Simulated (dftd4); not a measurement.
AuCl, singlet, at a GFN2-xTB geometry (such geometries of metal compounds can be far from the true shape); dftd4 with D4 for hf.

The dftd4 input:
```
$ dftd4 mol.xyz --func hf --charge 0 --json dftd4.json --noedisp

# file mol.xyz
2

Au    -0.00000000    -0.00000000    -0.39608010
Cl     0.00000000     0.00000000     1.84060754
```

### Question
What does dftd4 print? Leave out banner, timings and long lists.

### Answer

```
                    ____  _____ _____     ____  _  _
      -------------|  _ \|  ___|_   _|---|  _ \| || |------------
     |             | | | | |_    | | ___ | | | | || |_           |
     |             | |_| |  _|   | ||___|| |_| |__   _|          |
     |             |____/|_|     |_|     |____/   |_|            |
     |             ===================================           |
     |            E. Caldeweyher, S. Ehlert & S. Grimme          |
     |          Mulliken Center for Theoretical Chemistry        |
     |                    University of Bonn                     |
      -----------------------------------------------------------

Rational (Becke-Johnson) damping: hf-D4-ATM
---------------------
  s6         1.0000
  s8         1.6168
  s9         1.0000
  a1         0.4496
  a2         3.3574
 alp        16.0000
--------------------

Dispersion energy:      -4.7120416862340E-03 Eh

[Info] JSON dump of results written to 'dftd4.json'
```
